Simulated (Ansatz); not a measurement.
Ansatz (a program for electronic structure) input (CCSD(T)/aug-cc-pVDZ):

Ansatz 0.2 input:
```yaml
crystal:
  periodic: [false, false, false]
  atoms:
    - {symbol: C, position_ang: [1.68957769, -1.01846461, 0.20852227]}
    - {symbol: O, position_ang: [0.92997032, 0.14367055, 0.53707130]}
    - {symbol: C, position_ang: [-0.31388717, 0.24085973, -0.01845277]}
    - {symbol: C, position_ang: [-1.29710699, -0.85549279, 0.32063892]}
    - {symbol: F, position_ang: [-0.79755632, 1.43887045, 0.39631746]}
    - {symbol: F, position_ang: [-0.20215478, 0.32902431, -1.39353573]}
    - {symbol: H, position_ang: [1.27287992, -1.91246484, 0.67872735]}
    - {symbol: H, position_ang: [1.74621761, -1.15822264, -0.87188119]}
    - {symbol: H, position_ang: [2.68648429, -0.84084498, 0.60281342]}
    - {symbol: H, position_ang: [-2.26485741, -0.60850466, -0.11106890]}
    - {symbol: H, position_ang: [-1.39007280, -0.93370737, 1.40265434]}
    - {symbol: H, position_ang: [-0.96451544, -1.80808653, -0.08710151]}
basis:
  gaussian:
    orbitals: aug-cc-pVDZ
magnetization: {spin_polarized: false}
correlation: {method: ccsd_t, electrons: outside_noble_gas}
output: {forces: true}
```

End of the output:

```
integrals: 0.87 GiB planned
1855 factors; integrals over basis functions are off by at most 7.2e-4 eV
mean field: 1.10 GiB planned
mean field evaluation 1: about -10632.4657 eV, gradient 4.4e1 eV
mean field evaluation 2: about -10632.5095 eV, gradient 4.4e1 eV
mean field evaluation 4: about -10636.6810 eV, gradient 4.3e0 eV
mean field evaluation 8: about -10636.7408 eV, gradient 2.4e-1 eV
mean field evaluation 16: about -10635.8877 eV, gradient 2.1e1 eV
mean field -10636.74106981 eV, -390.8930244734 hartree, gradient 2.7e-6 eV, S^2 0.000000; 0 other end points of the search recorded, 0 dependent functions left out
6 core orbitals not correlated
reference -10636.74106981 eV, -390.8930244734 hartree; 19, 19 occupied and 167, 167 virtual orbitals, 1855 factors
densities: 5.79 GiB planned
second order -28.30190061 eV of doubles, -0.00000000 eV of singles
coupled cluster: 3.09 GiB planned
cycle   1  -28.61966076 eV  change   -3.2e-1 eV  update   1.2e-1
cycle   2  -29.29713385 eV  change   -6.8e-1 eV  update   3.3e-2
cycle   3  -29.46037340 eV  change   -1.6e-1 eV  update   1.7e-2
cycle   4  -29.45297619 eV  change    7.4e-3 eV  update   3.3e-3
cycle   5  -29.45111847 eV  change    1.9e-3 eV  update   1.4e-3
cycle   6  -29.45184019 eV  change   -7.2e-4 eV  update   4.2e-4
cycle   7  -29.45176916 eV  change    7.1e-5 eV  update   1.6e-4
cycle   8  -29.45166060 eV  change    1.1e-4 eV  update   5.6e-5
cycle   9  -29.45166202 eV  change   -1.4e-6 eV  update   1.9e-5
cycle  10  -29.45167638 eV  change   -1.4e-5 eV  update   7.0e-6
perturbative correction -0.89147643 eV, -0.0327611546 hartree
the calculation of the forces begins
Total energy: -10667.08422262 eV, -392.0081147718 hartree
Atom 0 at     1.689578    -1.018465     0.208522 Å, force    -0.128969    -0.085291    -0.094045 eV/Å
Atom 1 at     0.929970     0.143671     0.537071 Å, force     0.329044     0.524648     0.477376 eV/Å
Atom 2 at    -0.313887     0.240860    -0.018453 Å, force    -0.098629    -0.382351    -0.052701 eV/Å
Atom 3 at    -1.297107    -0.855493     0.320639 Å, force     0.056985     0.051939    -0.006736 eV/Å
Atom 4 at    -0.797556     1.438870     0.396317 Å, force    -0.180906     0.507048     0.182662 eV/Å
Atom 5 at    -0.202155     0.329024    -1.393536 Å, force     0.038542     0.023238    -0.492809 eV/Å
Atom 6 at     1.272880    -1.912465     0.678727 Å, force    -0.185810    -0.377086     0.203240 eV/Å
Atom 7 at     1.746218    -1.158223    -0.871881 Å, force     0.015834    -0.050633    -0.469555 eV/Å
Atom 8 at     2.686484    -0.840845     0.602813 Å, force     0.420229     0.093510     0.174289 eV/Å
Atom 9 at    -2.264857    -0.608505    -0.111069 Å, force    -0.412954     0.126255    -0.201323 eV/Å
Atom 10 at    -1.390073    -0.933707     1.402654 Å, force    -0.025120    -0.014517     0.479276 eV/Å
Atom 11 at    -0.964515    -1.808087    -0.087102 Å, force     0.171753    -0.416760    -0.199674 eV/Å
Dipole moment:     0.053110    -0.637410     0.115866 e Å
```
